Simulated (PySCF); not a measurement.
PySCF job for GeO₃, SMILES [O]=[Ge]1[O][O]1, PBE/pcSseg-2. Coordinates come from a PBE-D3(BJ)/def2-SVP optimisation.

```python
import numpy as np
from pyscf import gto, scf, dft
from pyscf.prop.nmr import rks as nmr

mol = gto.M(
    atom='''
    Ge    0.00000000   -0.00000000    0.21811753
    O     0.00000000    0.00000000    1.85729486
    O     0.00000000    0.82768403   -1.36488249
    O     0.00000000   -0.82768402   -1.36488249
    ''',
    basis='pcSseg-2',
    charge=0,
    spin=0,
    max_memory=1600,
    verbose=3,
)
mf = dft.RKS(mol, xc='pbe').density_fit(auxbasis='def2-universal-jkfit')
mf.grids.level = 3
mf.conv_tol = 1e-10
mf.max_cycle = 100
mf.kernel()
n = nmr.NMR(mf)
n.verbose = 2
n.max_cycle_cphf = 60
sigma = n.kernel()
print('atom   isotropic/ppm   span/ppm')
for i, s in enumerate(sigma):
    w = np.linalg.eigvalsh((s + s.T) / 2)
    print(f'{mol.atom_symbol(i):2s}{i + 1:3d} {w.mean():14.3f} {w[2] - w[0]:11.3f}')
```

It prints:

```
converged SCF energy = -2302.16483744138
atom   isotropic/ppm   span/ppm
Ge  1       1354.451    1176.892
O   2         68.463     441.855
O   3        -70.630     570.522
O   4        -70.630     570.522
```

Self-consistency was reached.

Cost: roughly 22 core-seconds.
